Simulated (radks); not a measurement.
Ionisation of the chlorine ion Cl3+, [Ne] 3s2 3p2, to [Ne] 3s2 3p1 as the strength of local exchange is varied. Method: scalar-relativistic Kohn-Sham, Slater X-alpha exchange (alpha = 2/3 is LDA exchange), no correlation, spin-polarised, spherical densities, finite nucleus; open shells are filled with parallel spins first; Fermi nuclear charge, rms radius 3.3654 fm; computed with a radial shooting solver on a logarithmic mesh with Libxc functionals.

| alpha | E(Cl3+) (hartree) | exchange (hartree) | IE (eV) | -e of the level emptied (eV) | <r> of it (bohr) |
|---|---|---|---|---|---|
| 0.593 | -453.46518 | -21.54213 | 50.580 | 43.668 (3p) | 1.534 |
| 0.667 | -456.16026 | -24.34071 | 52.063 | 45.137 (3p) | 1.515 |
| 0.695 | -457.18321 | -25.40601 | 52.629 | 45.699 (3p) | 1.508 |
| 0.749 | -459.16100 | -27.47041 | 53.731 | 46.792 (3p) | 1.495 |
| 0.789 | -460.63023 | -29.00800 | 54.555 | 47.611 (3p) | 1.485 |
| 0.972 | -467.39761 | -36.13360 | 58.406 | 51.447 (3p) | 1.443 |
| 1.013 | -468.92406 | -37.75055 | 59.287 | 52.327 (3p) | 1.434 |
| 1.035 | -469.74468 | -38.62128 | 59.762 | 52.802 (3p) | 1.429 |

NIST Atomic Spectra Database: 53.2 +/- 0.12 eV (semi-empirical). The Delta-SCF value meets it near alpha = 0.72. Open shells are spherical and high-spin; term and fine-structure splittings are not resolved.
